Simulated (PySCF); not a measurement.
**Stationary points of SnH₃**

Level of theory: PBE0 in PySCF with Sn def2-TZVP with ECP28, H def2-TZVP; scalar-relativistic core potentials, no spin–orbit coupling; density-fitted integrals.

Relaxations began from a few typed shapes; open shells are unrestricted. The search is not exhaustive: other isomers or separated fragments can lie lower, and high-lying points may rest on an excited occupation.

| spin | group | bonds | angles | imaginary modes (cm⁻¹) | ΔE (kJ/mol) | ΔE with ZPE (kJ/mol) |
| --- | --- | --- | --- | --- | --- | --- |
| doublet | C3v | Sn–H 1.715 Å (×3) | H–Sn–H 109.7° (×3) | none | 0.0 | 0.0 |
| doublet | D3h | Sn–H 1.683 Å (×3) | H–Sn–H 120.0° (×3) | 685i | 29.2 | – |

The lowest minimum found is the doublet C3v: Sn–H 1.715 Å (×3); H–Sn–H 109.7° (×3).

For the lowest minimum: spin–orbit coupling, left out here, can matter for elements this heavy.
